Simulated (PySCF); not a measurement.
Cd³⁶⁺ (cadmium, charge +36): Hartree-Fock from Schrödinger to Dirac-Coulomb-Breit

Occupied: 1s1/2, 2s1/2, 2p1/2, 2p3/2, 3s1/2. Hartree-Fock calculated with PySCF 2.14 in an uncontracted even-tempered set (17 s from 3 bohr⁻², ratio 2.7; 13 p from 3.7 bohr⁻², ratio 2.7), Gaussian nucleus throughout. NR is non-relativistic, sf-X2C the spin-free one-electron X2C Hamiltonian, X2C adds the bare one-electron spin-orbit term, X2C-SNSO screens it by Boettger's factors, DC is four-component Dirac-Coulomb, and the Gaunt and Breit terms are added at first order (total energies over the DC spinors, levels after relaxing the spinors in that mean field). QED terms are absent. Levels marked empty are virtual spinors of this ion; the basis has s and p functions only, so 3d, which can lie below the n = 4 levels, is absent.

| level (eV) | NR | sf-X2C | X2C | X2C-SNSO |
| --- | --- | --- | --- | --- |
| 1s1/2 | -28138.5 | -29012.5 | -29010.9 | -29011.0 |
| 2s1/2 | -5878.3 | -6112.4 | -6112.0 | -6112.0 |
| 2p1/2 | -5629.5 | -5703.5 | -5848.1 | -5841.7 |
| 2p3/2 | -5629.5 | -5703.5 | -5637.7 | -5640.4 |
| 3s1/2 | -2349.3 | -2419.0 | -2418.9 | -2418.9 |
| 3p1/2 (empty) | -2209.7 | -2237.7 | -2272.7 | -2271.2 |
| 3p3/2 (empty) | -2209.7 | -2237.7 | -2221.7 | -2222.3 |
| 4s1/2 (empty) | -1224.3 | -1251.0 | -1251.0 | -1251.0 |

Where do the four-component calculations put these levels?

1s1/2: DC -29033.1, DC+Gaunt -28974.8, DC+Breit -28978.5; 2s1/2: DC -6114.6, DC+Gaunt -6108.9, DC+Breit -6109.3; 2p1/2: DC -5842.7, DC+Gaunt -5832.7, DC+Breit -5833.8; 2p3/2: DC -5642.3, DC+Gaunt -5635.2, DC+Breit -5636.2; 3s1/2: DC -2419.5, DC+Gaunt -2418.1, DC+Breit -2418.2; 3p1/2 (empty): DC -2271.4, DC+Gaunt -2269.0, DC+Breit -2269.3; 3p3/2 (empty): DC -2222.7, DC+Gaunt -2221.0, DC+Breit -2221.4; 4s1/2 (empty): DC -1251.2, DC+Gaunt -1250.6, DC+Breit -1250.7 (eV).

```tsv
Hamiltonian	E (hartree)	E − E(DC) (hartree)	CPU seconds
NR	-4377.8311	122.0057	0.39
sf-X2C	-4497.6670	2.1698	0.23
X2C	-4498.6974	1.1395	0.28
X2C-SNSO	-4498.6109	1.2260	0.28
DC	-4499.8369	0.0000	14
DC+Gaunt	-4496.2437	3.5931	24
DC+Breit	-4496.5606	3.2763	69
```

Weight of the small component: 1s1/2 0.0310, 2s1/2 0.00679, 2p1/2 0.00670, 2p3/2 0.00645, 3s1/2 0.00250, 3p1/2 0.00244, 3p3/2 0.00237, 4s1/2 0.00117.

Koopmans' value for the highest occupied level at DC+Breit: 2418.2 eV, against an ionisation energy of 2427 ± 3 eV (semi-empirical (NIST evaluation); NIST Atomic Spectra Database, ionization energies); the former lacks relaxation, correlation, QED and recoil.

The whole ladder took 110 s of wall time on 1 thread of Neoverse-N1 (shared host), launched as `OMP_NUM_THREADS=1 python relrun2.py TASK.json OUT` (a driver that calls PySCF for each Hamiltonian).

Dirac-Coulomb iterations, started from the X2C spinors:

```
with_ssss True, with_gaunt False, with_breit False
light speed = 137.03599967994
init E= -4488.07364940023
cycle= 1 E= -4499.83656145576  delta_E= -11.8  |g|= 0.905  |ddm|= 0.0901
cycle= 2 E= -4499.83685165389  delta_E= -0.00029  |g|= 0.0131  |ddm|= 0.00805
cycle= 3 E= -4499.83685218327  delta_E= -5.29e-07  |g|= 0.000583  |ddm|= 0.000521
cycle= 4 E= -4499.83685218435  delta_E= -1.09e-09  |g|= 2.44e-06  |ddm|= 1.88e-05
```
